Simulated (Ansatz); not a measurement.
Stepwise reaction of `[OH][Ga]([SH])[SH]` with water, as a gas-phase model of exchange steps in deposition or etching. ΔE in kJ/mol.

Gas-phase electronic energies from Ansatz, PBE0-D4/def2-TZVP geometries. CCSD(T)/CBS is the MP2 limit (def2-TZVPP, def2-QZVPP) plus CCSD(T) − MP2 in def2-TZVPP, frozen cores. This one scheme is used for every species. DFT in def2-TZVPP. B3LYP here is the variant with VWN-RPA as its local correlation; programs differ in this. For Ga outer-core shells are correlated without core-valence functions, which leaves a few kJ/mol of doubt a bond. Scalar relativity is left out up to krypton. One conformer a species, not always the lowest.

```json
{"step": "1", "reaction": "`[OH][Ga]([SH])[SH]` + H₂O → `[OH][Ga]([OH])[SH]` + H₂S", "PBE-D4": "36.4", "B3LYP-D4": "31.4", "ωB97M-V": "30.7", "CCSD(T)/CBS": "33.7"}
```

(1) Give the row of step 2, `[OH][Ga]([OH])[SH]` + H₂O → `[OH][Ga]([OH])[OH]` + H₂S. (Estimate.)

(2) By hand: ΔE of the 2 steps together at CCSD(T)/CBS.

Answers

(1) Ansatz gave: 
```
step                                                 reaction  PBE-D4  B3LYP-D4  ωB97M-V  CCSD(T)/CBS
   2  `[OH][Ga]([OH])[SH]` + H₂O → `[OH][Ga]([OH])[OH]` + H₂S    39.3      33.8     33.7         35.9
```

(2) (33.7) + (35.9) = 69.6 kJ/mol, or 34.8 kJ/mol a step.

In ΔE the steps differ by no more than 2.2 kJ/mol. All are uphill at CCSD(T)/CBS. PBE-D4 differs from CCSD(T)/CBS by 2.7 to 3.4 kJ/mol a step. Isolated molecules leave out the surface, adducts and barriers. Largest T1 diagnostic: 0.014.
